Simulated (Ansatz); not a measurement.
BrFGa, SMILES `[F][Ga][Br]` radical, relaxed with UKS PBE-D4/def2-SVP in the Gaussian-basis code of Ansatz from a rough embedded geometry. The force threshold is 0.03 eV/Å; the program also tests the step.

Charge 0, multiplicity 2.

Start:

```xyz
3

F     0.089    0.513    1.664
Ga   -0.234    0.329    0.156
Br    0.145   -0.843   -1.821
```

(1) By how much does the energy fall, and how many steps does the optimiser take? (Best estimate.)

(2) Which bonds change most? (Best estimate.)

(3) Give the relaxed structure. (An estimate is asked.)

Results:

(1) Ansatz gave: 27.21 kcal/mol, in 5 steps.

(2) The calculation gave: F1–Ga2 from 1.553 to 1.781 Å; Ga2–Br3 from 2.329 to 2.346 Å.

(3) Computed: 
```xyz
3

F     0.237    0.340    1.659
Ga   -0.461    0.547    0.034
Br    0.224   -0.887   -1.693
```
